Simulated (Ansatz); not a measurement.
One change: `O[Si](Cl)(Cl)O[SiH3]` becomes `CO[Si](O)(Cl)Cl`.

Ansatz, PBE0-D4/def2-TZVP geometries, multiplicity 1. Each molecule was computed in one conformer, which needn't be the lowest.

| property | `O[Si](Cl)(Cl)O[SiH3]` |
| --- | --- |
| LUMO energy (PBE/def2-TZVPP) / eV | -1.01 |
| size of the dipole moment (ωB97M-V/def2-TZVPP) / D | 0.43 |
| HOMO energy (PBE/def2-TZVPP) / eV | -7.66 |
| size of the dipole moment (PBE/def2-TZVPP) / D | 0.47 |
| HOMO energy (B3LYP/def2-TZVPP) / eV | -8.83 |
| HOMO energy (ωB97M-V/def2-TZVPP) / eV | -11.39 |

(1) What does the change do to each property? (Best estimate.)

Answers

(1) Computed: 
| property | `CO[Si](O)(Cl)Cl` | shift |
| --- | --- | --- |
| LUMO energy (PBE/def2-TZVPP) / eV | -0.52 | 0.49 |
| size of the dipole moment (ωB97M-V/def2-TZVPP) / D | 2.12 | 1.69 |
| HOMO energy (PBE/def2-TZVPP) / eV | -7.27 | 0.39 |
| size of the dipole moment (PBE/def2-TZVPP) / D | 2.05 | 1.58 |
| HOMO energy (B3LYP/def2-TZVPP) / eV | -8.57 | 0.26 |
| HOMO energy (ωB97M-V/def2-TZVPP) / eV | -11.18 | 0.21 |

With PBE0 the HOMO rises by 0.28 eV and the LUMO rises by 0.57 eV, so the gap widens by about 0.29 eV. PBE moves the HOMO by 0.39 eV and ωB97M-V by 0.21 eV. Dipoles are sizes alone; their direction can turn.

B3LYP here is the variant with VWN-RPA as its local correlation; programs differ in this.
